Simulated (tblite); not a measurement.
C3, singlet, at a GFN2-xTB geometry; tblite with GFN1-xTB.

The tblite input:
```
$ tblite run mol.xyz --method gfn1 --charge 0 --spin 0 --guess eeq --json tblite.json --no-restart

# file mol.xyz
3

C     -1.28632769     0.05918624     0.01517944
C      0.00059880     0.00960336     0.00809238
C      1.28572888    -0.06878959    -0.02327182
```

It wrote (shortened):

```
xTB calculator
 | screened Coulomb repulsion
 | Coulomb electrostatics
 |  * isotropic Klopman-Ohno-Mataga-Nishimoto electrostatics
 |  * onsite third-order electrostatics
 | DFT-D3(BJ) dispersion correction

halogen bonding energy    0.0000000000000E+00 Eh
repulsion energy          1.2400993857322E-01 Eh
dispersion energy        -6.4386139123272E-04 Eh
number of electrons       1.2000000000000E+01 e
integral cutoff           1.7350510997663E+01 bohr

------------------------------------------------------------
  cycle        total energy    energy error   density error
------------------------------------------------------------
      1     -6.010672435070  -6.1340385E+00   6.0451700E-01
      2     -6.012451306382  -1.7788713E-03   3.4903284E-01
      3     -6.012423875358   2.7431024E-05   4.1476498E-02
      4     -6.012477631095  -5.3755737E-05   4.1194652E-04
      5     -6.012477679166  -4.8071141E-08   1.2050546E-05
------------------------------------------------------------

electronic energy        -6.1358437563480E+00 Eh
total energy             -6.0124776791660E+00 Eh

Post processing:
 | Mayer-Wiberg bond orders

[Info] JSON dump of results written to 'tblite.json'
```
